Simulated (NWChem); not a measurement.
Two isomers of NbNH4O3, each optimised at PBE0/def2-SVP with NWChem. Flexible species stand in one conformer each, which need not be the lowest. One or both are not confirmed as a minimum by frequencies. def2 effective core potentials on Nb; no spin-orbit coupling.

A: [OH][Nb](=[O])([OH])[NH2]
B: [NH]=[Nb]([OH])([OH])[OH]

Q: Which is lower in energy, by how much, and how do their other properties compare?

A: A is lower by 13.5 kcal/mol in electronic energy.
|  | A | B |
|---|---|---|
| highest occupied level (eV) | -7.60 | -7.85 |
| orbital gap (eV) | 7.05 | 7.86 |
| dipole (D) | 1.21 | 2.66 |
